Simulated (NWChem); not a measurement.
A series in which one site is exchanged, each optimised at PBE0/def2-SVP with NWChem, gas phase unless a solvent is named. 

A: [Be]=[O] (BeO; site = Be)
B: [Mg]=[O] (MgO; site = Mg)
C: [O]=[Zn] (ZnO; site = Zn)

### Question
Rank them by lowest singlet excitation, CAM-B3LYP/def2-SVPD, TDA (eV), lowest first.

### Answer
B (0.72), C (0.95), A (1.73)
